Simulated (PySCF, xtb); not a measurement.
Cd(Me)(SH) (CH₄CdS), SMILES [CH3][Cd][SH].

GFN2-xTB (xtb 6.7.1) at its own geometry gives an orbital gap of 3.08 eV and a dipole moment of 4.31 D.

Geometry: PBE0-D3(BJ)/def2-TZVP. The def2 effective core potentials stand for the cores of Cd; spin–orbit coupling is left out. The values are those of a single conformer.

Task: What does r2SCAN/def2-TZVPD run with PySCF give? (The exact figures need the calculation; the answer reports its results.)

Result: gap 4.91 eV (levels -6.01 and -1.10 eV), dipole 2.25 D.
